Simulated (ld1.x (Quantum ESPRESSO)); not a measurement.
## Ranking TM potentials for Cl

All share these settings but for the change named:

| Item | Value |
| --- | --- |
| Element | chlorine |
| Generator | ld1.x (Quantum ESPRESSO) 7.5 |
| Type | norm-conserving Troullier–Martins (Kleinman–Bylander form) |
| Functional | LDA (PZ) |
| Relativity | non-relativistic |
| Frozen core | [Ne] |
| Valence charge | 7 |
| Reference configuration | 3s2 3p5 |
| Partial waves | 3p (bound): rc 1.40 bohr; 3s (bound): rc 1.05 bohr |
| Local potential | the s channel |
| Core correction | a·sin(br)/r model core, default radius (core density twice the valence density) |

Test errors are all-electron minus pseudo excitation energies from the reference, over 3s2 3p4; 3s2 3p3; 3s2 3p2; 3s2 3p1; 3s2 3p4.5; 3s1 3p6; 3s2 3p5.3. None of these files shows a bound ghost.

The base gives 256.2 meV.

Of 10 variants that were run, those that failed, showed a ghost or another fault, or gave nearly equal values are left out.

A variant can come out equal or close to the base, since the largest error may sit in a test that the change hardly touches while other tests move.

Rank these variants by their largest absolute test error, smallest first.
A. scalar-relativistic
B. all radii but the core radius scaled by about 1.33 (s 1.40, p 1.86 bohr)
C. core correction a·sin(br)/r model core inside 1.18 bohr

B (194.5 meV), A (244.6 meV), C (314.0 meV).
